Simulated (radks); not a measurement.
Species: Ta II. Configuration: [Kr] 4d10 4f14 5s2 5p5.5 5d3.5 6s1 (fractional occupations, a model configuration). All-electron calculation, Dirac Kohn-Sham, LDA (Slater exchange, Perdew-Wang correlation), spin-unpolarised, spherical densities, point nucleus; open shells are shared between the two j in proportion to 2j + 1. Program: a radial shooting solver on a logarithmic mesh with Libxc functionals.

Radial electron density D(r) = 4 pi r^2 rho(r):

```
   r/bohr * D(r) (the largest magnitude, 133, reaches the edge; | marks zero)
 0.001286 |    *
 0.001757 |      *
   0.0024 |          *
 0.003279 |               *
 0.004479 |                      *
 0.006169 |                              *
 0.008427 |                                      *
  0.01151 |                                          *
  0.01573 |                                         *
  0.02149 |                                      *
  0.02936 |                                      *
   0.0401 |                                              *
  0.05479 |                                                      *
  0.07485 |                                                 *
   0.1023 |                                          *
   0.1397 |                                                *
   0.1908 |                                             *
   0.2628 |                           *
   0.3591 |                           *
   0.4905 |                           *
   0.6701 |               *
   0.9155 |       *
    1.251 |    *
    1.709 | *
    2.334 |*
    3.189 *
    4.357 *
    5.952 *
    8.131 *
```

D(r) has 4 maxima, at r = 0.0128, 0.0575, 0.160, 0.428 bohr, and minima at 0.0248, 0.104, 0.301 bohr, inside which lie 2.02, 11.14, 29.82 electrons.
